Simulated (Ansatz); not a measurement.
`O=[C]([SiH3])[AlH][OH]` from Hartree–Fock to CCSD(T)

Z-matrix (Å, degrees):
```
Si
C 1 1.939
H 1 1.488 2 107.6
H 1 1.485 2 111.7 3 -121.7
H 1 1.488 2 107.6 3 116.6
Al 2 2.031 1 123.7 3 -58.3
O 2 1.219 1 120.9 3 121.8
O 6 1.694 2 114.5 1 0.0
H 6 1.582 2 122.0 1 -180.0
H 8 0.956 6 126.0 2 -180.0
```

Total charge 0; spin multiplicity 1. The geometry is a stationary point of PBE0-D4/def2-TZVP. It is one conformer, not always the lowest. Frozen core, restricted reference, Ansatz 0.2.0. CBS rows extrapolate triple and quadruple zeta; past MP2 they add the triple-zeta difference.

```
     basis     HF (Eh)  MP2 corr.  CCSD corr.       (T)  CCSD(T) total
  def2-SVP  -721.04899   -0.65460    -0.69909  -0.02016     -721.76824
def2-TZVPP  -721.47407   -0.82476    -0.86126  -0.03462     -722.36995
def2-QZVPP  -721.49930   -0.88846           –         –              –
 CBS(def2)  -721.50278   -0.93565    -0.97216     as TZ     -722.50956
```
